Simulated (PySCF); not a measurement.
# Reading the logs of faulty runs: C2GeH7O

All numbers below are calculated, not measured. They come from PySCF 2.14.0, an open-source quantum chemistry program, on an isolated molecule that a program drew, which may never have been made. The molecule is C2GeH7O (charge 0, doublet), drawn as the SMILES string `O[CH][CH2][GeH3]`.

Each row is a Hartree-Fock (HF) and frozen-core CCSD(T) single point in the cc-pVDZ basis, meant for a local HF minimum. Run 1 is clean. Each other run has one planted mistake out of seven kinds, and not every kind appears here: one electron removed, one electron added, multiplicity raised by two, geometry at a saddle point, minimal basis STO-3G, one bond length entered in bohr, all coordinates scaled. The reference is restricted for singlets and unrestricted otherwise, and also for a bond in bohr. Adding or removing an electron swaps singlet and doublet. Electrons count all cores. HOMO and LUMO are orbital energies over both spins, the gradient is its largest component, and the lowest frequency (negative if imaginary) is given only where the gradient is small. Bond lengths are over the 10 bonds as drawn. T1 is the CCSD diagnostic: over 0.02 (restricted) or 0.045 (unrestricted) a single reference is doubtful. Germanium has the cc-pVDZ-PP basis, with a core potential (ECP10MDF) in place of its 10 inner electrons, and its 3s, 3p and 3d shells are frozen in CCSD(T).

Geometry of the clean run:
```xyz
11
C2GeH7O, angstrom
O    -0.2302   -2.9961   -0.2366
C    -1.3337   -2.2311    0.0161
C    -1.0172   -0.9140    0.6361
Ge    0.1749    0.2181   -0.4800
H    -0.4839   -3.7979   -0.6677
H    -2.1264   -2.2824   -0.7284
H    -0.5193   -1.0582    1.5991
H    -1.9397   -0.3601    0.8203
H    -0.3223    0.2182   -1.9327
H     0.1480    1.6621    0.0448
H     1.6185   -0.2877   -0.4463
```

```
run  electrons  basis functions  <S^2>  HOMO (eV)  LUMO (eV)  gradient (hartree/bohr)  lowest frequency (cm^-1)  mean bond (Å)  longest bond (Å)      T1  HF (hartree)  CCSD(T) (hartree)                          mistake
  1         59              100  0.761      -8.38       4.03                  1.8e-05                        81         1.3664             1.987  0.0141    -448.00113         -448.61858                         no fault
  2         58              100  0.000     -16.94      -5.11                  1.3e-01                         -         1.3664             1.987  0.0205    -447.75034         -448.37195             one electron removed
  3         59              100  0.759      -7.68       4.53                  1.1e-01                         -         1.2680             1.844  0.0124    -447.93736         -448.54163           all coordinates scaled
  4         59              100  3.771      -3.03      -2.19                  1.7e-01                         -         1.3664             1.987  0.0237    -447.68443         -448.29544       multiplicity raised by two
  5         59              100  1.327      -9.63       3.11                  4.1e-02                         -         1.4990             2.815  0.0382    -447.86850         -448.46645  one bond length entered in bohr
  6         60              100  0.000       1.07       8.89                  8.3e-02                         -         1.3664             1.987  0.0197    -447.89616         -448.55209                                ?
```

**Which mistake was planted in run 6, and what did it cost?**

It counts 60 electrons, one more than the clean run, at the same geometry and basis. So the mistake is: one electron added. Subtracting run 1 and multiplying by 627.51 kcal/mol a hartree, the energy moved by 65.9 kcal/mol in HF and 41.7 kcal/mol in CCSD(T).

Cautions from the logs. Run 2: T1 is over the limit, so its CCSD(T) energy is less reliable; run 6: the HOMO is above zero, so the electron isn't bound and the energy depends on the basis.
